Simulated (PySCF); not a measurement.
Simulation results for CH5AlBO, BH5NOSi, B2ClH2, CH2B2F and others

All values are calculated (PySCF 2.14.0). Calculation on a computer-drawn molecule: the log of a Hartree-Fock and frozen-core CCSD(T) single point meant for a local Hartree-Fock minimum, with one planted fault or none, to be diagnosed. Offsets are logged minus clean, where the clean run is the same molecule without the fault. The reference is restricted for singlets and unrestricted otherwise, and also for a bond in bohr or an excited solution. Adding or removing an electron swaps singlet and doublet. The excited solution moves the top pair (singlet) or top alpha electron (doublet) to the lowest empty orbital. Highest occupied and lowest empty are orbital energies over both spins, largest force is the largest gradient component, triples share is (T) over the correlation energy, the T1 limit is 0.02 restricted and 0.045 unrestricted, electrons count all cores, a negative frequency is imaginary (commonest isotopes), and the dipole is about the centre of nuclear charge.

Common to all runs: logged SCF converged yes; logged CC converged yes; logged SCF stable within its kind yes; possible faults no fault, one electron removed, one electron added, multiplicity raised by two, geometry at a saddle point, SCF held on an excited solution, minimal basis STO-3G, one bond length entered in bohr, all coordinates scaled.

(1) CH5AlBO

Logged structure:
```xyz
9
CH5AlBO
B     -2.1718     0.4707    -0.1886
C     -1.0050     1.4757    -0.2458
Al     0.8732     1.0604    -0.5105
O      1.9111     2.3663    -0.7863
H     -2.0691    -0.5737     0.4021
H     -3.2053     0.6955    -0.7648
H     -1.2674     2.5362    -0.2258
H      1.4410    -0.4107    -0.4757
H      2.8422     2.3532    -0.9300
```

```
meant charge                         : 0
meant multiplicity                   : 2
meant basis                          : cc-pV(D+d)Z
logged electrons                     : 36
logged basis functions               : 90
logged spin squared                  : 0
logged highest occupied              : -16.978 eV
logged lowest empty                  : -7.4345 eV
logged largest force                 : 0.073021 hartree/bohr
logged T1 diagnostic                 : 0.029573
logged D1 diagnostic                 : 0.11876
logged triples share                 : 0.023704
logged dipole magnitude              : 4.5284 debye
logged energy HF                     : -381.93905 hartree
logged energy CCSD(T)                : -382.4255 hartree
planted fault                        : one electron removed
HF energy offset from clean run      : 201.9 kcal/mol
CCSD(T) energy offset from clean run : 212.2 kcal/mol
```

Drawn bonds:
| atom | other atom | order |
| --- | --- | --- |
| 1 | 2 | 1 |
| 2 | 3 | 1 |
| 3 | 4 | 1 |
| 1 | 5 | 1 |
| 1 | 6 | 1 |
| 2 | 7 | 1 |
| 3 | 8 | 1 |
| 4 | 9 | 1 |

Notes: T1 above single-reference limit.

(2) BH5NOSi

Logged structure:
```xyz
9
BH5NOSi
B      0.9997    -0.3907     1.5932
N     -0.1732    -0.7288     0.9148
Si    -1.8120    -0.2710     1.3071
O     -2.4709     0.7127     0.1654
H      1.0386     0.2999     2.5740
H     -0.0588    -1.3119     0.1034
H     -1.7542     0.3828     2.6250
H     -2.6750    -1.4614     1.3066
H     -2.0854     1.5617     0.0082
```

```
meant charge                         : 0
meant multiplicity                   : 2
meant basis                          : cc-pV(D+d)Z
logged electrons                     : 39
logged basis functions               : 90
logged spin squared                  : 0.755
logged highest occupied              : -8.7982 eV
logged lowest empty                  : 3.2872 eV
logged largest force                 : 1.204e-05 hartree/bohr
logged lowest frequency              : 69.687 cm⁻¹
logged T1 diagnostic                 : 0.013874
logged D1 diagnostic                 : 0.047815
logged triples share                 : 0.024601
logged dipole magnitude              : 0.79209 debye
logged energy HF                     : -445.90148 hartree
logged energy CCSD(T)                : -446.47123 hartree
planted fault                        : no fault
HF energy offset from clean run      : 0 kcal/mol
CCSD(T) energy offset from clean run : 0 kcal/mol
```

Drawn bonds:
| atom | other atom | order |
| --- | --- | --- |
| 1 | 2 | 1 |
| 2 | 3 | 1 |
| 3 | 4 | 1 |
| 1 | 5 | 1 |
| 2 | 6 | 1 |
| 3 | 7 | 1 |
| 3 | 8 | 1 |
| 4 | 9 | 1 |

(3) B2ClH2

Logged structure:
```xyz
5
B2ClH2
B     -0.2543     0.1504    -1.7425
B     -1.7956     0.1420    -0.9531
Cl    -4.5097     0.1269     0.4370
H      0.6795    -0.2118    -1.1066
H     -0.2278     0.5179    -2.8703
```

```
meant charge                         : 1
meant multiplicity                   : 1
meant basis                          : cc-pV(D+d)Z
logged electrons                     : 28
logged basis functions               : 61
logged spin squared                  : 0.9378
logged highest occupied              : -17.02 eV
logged lowest empty                  : -7.4143 eV
logged largest force                 : 0.015995 hartree/bohr
logged T1 diagnostic                 : 0.026412
logged D1 diagnostic                 : 0.10216
logged triples share                 : 0.023003
logged dipole magnitude              : 8.6528 debye
logged energy HF                     : -509.56083 hartree
logged energy CCSD(T)                : -509.83868 hartree
planted fault                        : one bond length entered in bohr, row 2 of the drawn bonds
HF energy offset from clean run      : 110.6 kcal/mol
CCSD(T) energy offset from clean run : 136.8 kcal/mol
```

Drawn bonds:
| atom | other atom | order |
| --- | --- | --- |
| 1 | 2 | 1 |
| 2 | 3 | 1 |
| 1 | 4 | 1 |
| 1 | 5 | 1 |

(4) CH2B2F

Logged structure:
```xyz
6
CH2B2F
C      0.6822    -1.4387     0.1853
B     -0.3732    -0.5559     0.3636
B     -2.6986     1.3916     0.7556
F     -3.6314     2.1732     0.9131
H      1.3238    -1.7461     1.0078
H      0.9197    -1.8667    -0.7857
```

```
meant charge                         : 1
meant multiplicity                   : 1
meant basis                          : cc-pVDZ
logged electrons                     : 26
logged basis functions               : 66
logged spin squared                  : 1.0155
logged highest occupied              : -15.32 eV
logged lowest empty                  : -6.4981 eV
logged largest force                 : 0.06524 hartree/bohr
logged T1 diagnostic                 : 0.020281
logged D1 diagnostic                 : 0.073642
logged triples share                 : 0.027133
logged dipole magnitude              : 7.2054 debye
logged energy HF                     : -187.40678 hartree
logged energy CCSD(T)                : -187.85438 hartree
planted fault                        : one bond length entered in bohr, row 2 of the drawn bonds
HF energy offset from clean run      : 68.52 kcal/mol
CCSD(T) energy offset from clean run : 95.64 kcal/mol
```

Drawn bonds:
| atom | other atom | order |
| --- | --- | --- |
| 1 | 2 | 2 |
| 2 | 3 | 1 |
| 3 | 4 | 1 |
| 1 | 5 | 1 |
| 1 | 6 | 1 |

(5) BFH6Si2

Logged structure:
```xyz
10
BFH6Si2
F     -1.8842     2.1733     3.5373
B     -1.8194     0.9287     3.0701
Si     0.0023     0.0581     2.7309
Si     0.6279     0.3222     0.4560
H     -2.8697     0.3918     2.8397
H      1.0548     0.6543     3.5918
H     -0.0845    -1.3972     3.0188
H     -0.3886    -0.2993    -0.4275
H      1.9378    -0.3254     0.2074
H      0.7315     1.7617     0.1149
```

```
meant charge                         : 0
meant multiplicity                   : 1
meant basis                          : cc-pV(D+d)Z
logged electrons                     : 49
logged basis functions               : 104
logged spin squared                  : 0.7612
logged highest occupied              : -0.033165 eV
logged lowest empty                  : 8.1981 eV
logged largest force                 : 0.06085 hartree/bohr
logged T1 diagnostic                 : 0.015689
logged D1 diagnostic                 : 0.057742
logged triples share                 : 0.023744
logged dipole magnitude              : 3.8824 debye
logged energy HF                     : -705.48601 hartree
logged energy CCSD(T)                : -706.04659 hartree
planted fault                        : one electron added
HF energy offset from clean run      : 21.51 kcal/mol
CCSD(T) energy offset from clean run : 11.94 kcal/mol
```

Drawn bonds:
| atom | other atom | order |
| --- | --- | --- |
| 1 | 2 | 1 |
| 2 | 3 | 1 |
| 3 | 4 | 1 |
| 2 | 5 | 1 |
| 3 | 6 | 1 |
| 3 | 7 | 1 |
| 4 | 8 | 1 |
| 4 | 9 | 1 |
| 4 | 10 | 1 |

(6) CH4AlBO

Logged structure:
```xyz
8
CH4AlBO
B     -3.3580     0.5952     0.4837
C     -2.3419    -0.2515     0.1174
Al    -1.3921    -1.0132     1.6000
O     -0.1205    -2.0788     1.2622
H     -4.2027     1.3011     0.8993
H     -2.0341    -0.5239    -0.8860
H     -1.7566    -0.6802     3.1018
H      0.4329    -2.5273     1.8788
```

```
meant charge                         : 0
meant multiplicity                   : 1
meant basis                          : cc-pV(D+d)Z
logged electrons                     : 36
logged basis functions               : 28
logged spin squared                  : 0
logged highest occupied              : -6.6271 eV
logged lowest empty                  : 7.6517 eV
logged largest force                 : 0.051674 hartree/bohr
logged T1 diagnostic                 : 0.018691
logged D1 diagnostic                 : 0.058245
logged triples share                 : 0.026137
logged dipole magnitude              : 1.0875 debye
logged energy HF                     : -376.91022 hartree
logged energy CCSD(T)                : -377.12431 hartree
planted fault                        : minimal basis STO-3G
HF energy offset from clean run      : 2994 kcal/mol
CCSD(T) energy offset from clean run : 3179 kcal/mol
```

Drawn bonds:
| atom | other atom | order |
| --- | --- | --- |
| 1 | 2 | 2 |
| 2 | 3 | 1 |
| 3 | 4 | 1 |
| 1 | 5 | 1 |
| 2 | 6 | 1 |
| 3 | 7 | 1 |
| 4 | 8 | 1 |
